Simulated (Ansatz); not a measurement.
The same molecule with X = O, S, Se. Ansatz, PBE0-D4/def2-TZVP geometries, multiplicity 1.

Scalar relativity is left out up to krypton.

| X | molecule | mean X–C bond length / Å | mean X–Si bond length / Å | size of the dipole moment (ωB97M-V/def2-TZVPP) / D | HOMO–LUMO gap (ωB97M-V/def2-TZVPP) / eV | HOMO–LUMO gap (PBE/def2-TZVPP) / eV |
| --- | --- | --- | --- | --- | --- | --- |
| S | `[SiH3][SiH]1CS1` | 1.851 | 2.099 | 1.83 | 9.96 | 4.08 |
| Se | `[SiH3][SiH]1C[Se]1` | 2.009 | 2.239 | 1.85 | 9.48 | 3.73 |

(1) Give the row for X = O, `[SiH3][SiH]1CO1`. (Best estimate.)

Answers

(1) Computed: 
| X | molecule | mean X–C bond length / Å | mean X–Si bond length / Å | size of the dipole moment (ωB97M-V/def2-TZVPP) / D | HOMO–LUMO gap (ωB97M-V/def2-TZVPP) / eV | HOMO–LUMO gap (PBE/def2-TZVPP) / eV |
| --- | --- | --- | --- | --- | --- | --- |
| O | `[SiH3][SiH]1CO1` | 1.461 | 1.674 | 1.89 | 10.54 | 4.53 |

From O to Se the mean X–C bond length rises at each step, by 0.548 Å in all; the mean X–Si bond length rises at each step, by 0.565 Å in all; the HOMO–LUMO gap (ωB97M-V/def2-TZVPP) falls at each step, by 1.06 eV in all; the HOMO–LUMO gap (PBE/def2-TZVPP) falls at each step, by 0.80 eV in all. Bonds lengthen as the atom grows down the group. Dipoles are sizes alone, and their direction can turn along the series.

Spin–orbit coupling is left out; it splits and shifts lone-pair levels of the heavy atoms by tenths of an eV.
